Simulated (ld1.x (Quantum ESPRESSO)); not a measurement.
## Configuration tests for Ne (RRKJ)

Ne (Z = 10), norm-conserving RRKJ (Kleinman–Bylander form), made with ld1.x (Quantum ESPRESSO) 7.5 (PBE, non-relativistic). Core [He], reference 2s2 2p6. Waves: 2p (bound): rc 0.75 bohr; 2s (bound): rc 0.60 bohr. Local part: the s channel. Core correction: Bessel-smoothed model core inside 0.40 bohr.

Energies are relative to the spin-unpolarised reference configuration 2s2 2p6; without spin polarisation the order of configurations can differ from experiment. The frozen-core shift is the all-electron ΔE with the core orbitals held at their reference shape minus the fully relaxed ΔE.

**Question.** Give the all-electron excitation energy and the error of the potential for: 2s2 2p5; 2s2 2p4; 2s2 2p3; 2s1 2p6; 2s2 2p5.5; 2s2 2p2.

**Answer.**

```
valence configuration  charge  ΔE all-electron (eV)  error AE − PS (meV)  frozen-core shift (meV)
              2s2 2p5      +1                22.491                 +0.1                     +0.1
              2s2 2p4      +2                65.772                 +9.0                     +0.6
              2s2 2p3      +3               133.210                  +62                     +3.0
              2s1 2p6      +1                45.749                 +5.8                     +0.5
            2s2 2p5.5    +0.5                 8.875                 -0.1                      0.0
              2s2 2p2      +4               227.835                 +241                      +11
```

Levels in the configuration 2s2 2p3:

```json
{"level": "2s", "all-electron (eV)": "-103.169", "pseudo (eV)": "-103.161"}
{"level": "2p", "all-electron (eV)": "-80.547", "pseudo (eV)": "-80.451"}
```
